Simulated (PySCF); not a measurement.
Molecule: SMILES [SiH2](Cl)c1ccc([SiH2]F)cc1. Atoms near the plane z = 1.0 Å, at the GFN2-xTB optimised geometry (x, y, z in Å): Si1 (0.1, 0.6, 0.0), F2 (-0.3, -0.1, 1.4), H11 (-0.5, 1.9, 0.0), H12 (1.5, 0.6, 0.0), H16 (-1.5, -1.9, 0.0).

Calculation: PBE0/def2-SVP (PySCF). The values are rescaled to run from 0 to 1.

```
|:::::::::::::::::::::::::::::::|
|:::::::::::::::::::::::::::::::|
|:::::::::::::::::::::::::::::::|
|:::::::::::::::::::::::::::::::|
|:::::::::::::::::::::::::::::::|
|:::::::::::::::::::::::::::::::|
|:::::::::::::::::::::::::::::::|
|:::::::::::::::::::::::::::::::|
|:::::::::::::::::::::::::::::::|
|:::::::::::::::::::::::::::::::|
|:::::::::::::::::::::::::::::::|
|:::::::::::::::::::::::::::::::|
|::::::::::::-==-:::::::::::::::|
|:::::::::::-*%#*=::::::::::::::|
|:::::::::::+@*=+*-:::::::::::::|
|:::::::::::*@* +%=:::::::::::::|
|:::::::::::*@%##%=:::::::::::::|
|:::::::::::=%@@@*-:::::::::::::|
|::::::::::::=+*+-::::::::::::::|
|:::::::::::::::::::::::::::::::|
|:::::::::::::::::::::::::::::::|
|:::::::::::::::::::::::::::::::|
|:::::::::::::::::::::::::::::::|
|:::::::::::::::::::::::::::::::|
|:::::::::::::::::::::::::::::::|
|:::::::::::::::::::::::::::::::|
|:::::::::::::::::::::::::::::::|
|:::::::::::::::::::::::::::::::|
|:::::::::::::::::::::::::::::::|
|:::::::::::::::::::::::::::::::|
|:::::::::::::::::::::::::::::::|
```
Scale: ten equal steps from 0.000 (start of ' ') to 1.00 (end of '@'), in the order ' .:-=+*#%@'; x runs from -4.00 to 4.00, y from -4.00 (bottom) to 4.00 (top).

**Question.** Which quantity is mapped?
A. electrostatic potential
B. Laplacian of the electron density
C. deformation density (molecule minus spherical neutral atoms)
D. electron localisation function

**Answer.** B, Laplacian of the electron density. In full: Laplacian of the electron density (e/bohr⁵).
